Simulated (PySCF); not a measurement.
## Spin states and ions at one geometry of BiF5

PySCF 2.14.0, RKS PBE0, Bi def2-SVP with ECP60, F def2-SVP; non-relativistic Hamiltonian with scalar-relativistic core potentials where named; density fitting; no spin-orbit coupling; singlets restricted, open shells unrestricted. The geometry is relaxed for charge 0, singlet, vacuum:

```xyz
6

Bi    0.0000    0.0000    0.0067
F     0.0000    0.0000    1.9947
F     1.9982    0.0000   -0.0430
F     0.0000    1.7762   -0.8937
F    -1.9982    0.0000   -0.0430
F     0.0000   -1.7762   -0.8937
```

Energies count from the relaxed state; an electron taken off or put on is at rest in vacuum. Charges and spins are Mulliken's.

```csv
state,energy (eV),spin squared,charge on Bi1 (e),spin on Bi1 (e),dipole about the centre of mass (D)
"charge 0, singlet, vacuum",0.00,0.00,1.81,0.00,0.18
"charge 0, triplet, vacuum",3.57,2.01,1.60,0.27,0.91
"charge -1, doublet, vacuum",-3.91,0.75,1.48,0.34,0.11
```

What does the state charge +1, doublet, vacuum give?

energy (eV) 14.44, spin squared 0.76, charge on Bi1 (e) 1.91, spin on Bi1 (e) -0.06, dipole about the centre of mass (D) 0.72.

With an electron taken off (doublet) the charges change, summed by element, by Bi +0.11 e, F +0.89 e. The vertical ionisation energy is 14.44 eV, against −ε(HOMO) = 12.06 eV of the relaxed state. The level lies 2.4 eV too high, as is usual for semilocal functionals and global hybrids, which keep a self-interaction error.

With an electron put on (doublet) the charges change, summed by element, by Bi -0.32 e, F -0.68 e. The vertical electron affinity is 3.91 eV, against −ε(LUMO) = 6.37 eV of the relaxed state. The basis has no diffuse functions, which an added electron needs.

Open shells may have lower solutions than those found.
